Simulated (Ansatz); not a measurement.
Ansatz (an electronic-structure program) input:
A basis named .json is the Basis Set Exchange file of that set.

Ansatz 0.2 input:
```yaml
crystal:
  periodic: [false, false, false]
  atoms:
    - {symbol: N, position_ang: [-0.98707337, 0.12204602, 0.64401714]}
    - {symbol: C, position_ang: [0.04891004, -0.01595210, -0.06065348]}
    - {symbol: O, position_ang: [1.06980571, -0.08380837, -0.55735061]}
    - {symbol: H, position_ang: [-1.94239235, -0.08814256, 0.31460582]}
basis:
  gaussian:
    orbitals: cc-pVTZ
    fitting: {mean_field: def2-universal-jkfit, correlation: cc-pVTZ-RIFIT.json}
total_charge: 1
magnetization: {spin_polarized: true, initial_magnetization: 1}
correlation: {method: mp2, electrons: outside_noble_gas}
```

**Question.** Which total energy does the run end on?

**Answer.** -167.96701 Eh (RI-MP2/cc-pVTZ). The basis has 104 functions.

The determinant is spin-contaminated: <S^2> is 0.87 against 0.75 for a pure state.
